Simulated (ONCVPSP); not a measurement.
# Plane-wave convergence, ONCV potential for indium (In)

* Element: indium
* Generator: ONCVPSP 4.0.1
* Type: optimised norm-conserving Vanderbilt (ONCV)
* Functional: LDA (Perdew-Wang 92)
* Relativity: scalar-relativistic
* Frozen core: [Kr] 4d10
* Valence charge: 3
* Reference configuration: 5s1.75 5p1.25
* Partial waves: 5s: rc 1.85 bohr, ncon 4, nbas 7, qcut 3.8 1/bohr, 2 projectors, debl 1.8 Ha; 5p: rc 2.50 bohr, ncon 3, nbas 7, qcut 2.7 1/bohr, 2 projectors, debl 2 Ha
* Local potential: polynomial inside 1.30 bohr (lpopt 4, dvloc0 -1 Ha)
* Core correction: Teter function, fcfact 4.5, rcfact 1.05

Problem. For each optimised wave give the share of its norm inside rc, the residual kinetic energy above qcut (Ha) and the cutoffs (Ha) for errors of 10, 1, 0.1 and 0.01 mHa per electron.

Solution.

```csv
wave,norm inside rc,residual KE,10 mHa,1 mHa,0.1 mHa,0.01 mHa
5s,0.221,4.7e-04,3.6,5.6,31.2,39.5
s projector 2,0.210,3.3e-03,6.5,7.9,9.3,42.9
5p,0.237,6.4e-04,1.0,3.1,17.5,33.2
p projector 2,0.151,3.7e-02,5.2,15.6,31.6,41.9
```

The occupied waves need 5.6 Ha and 31 Ha for 1 and 0.1 mHa. The cutoffs count occupied waves only; projector 2 of the p channel, the hardest unoccupied one, needs 16 Ha at the loose tolerance. Note: ghosts flagged at negative energy: s at -69.6 eV; GHOST(+) flagged for p at 64.2 eV. A true bound ghost makes a file unfit for plane-wave use. 2 of 4 tests not solved or not reliable.
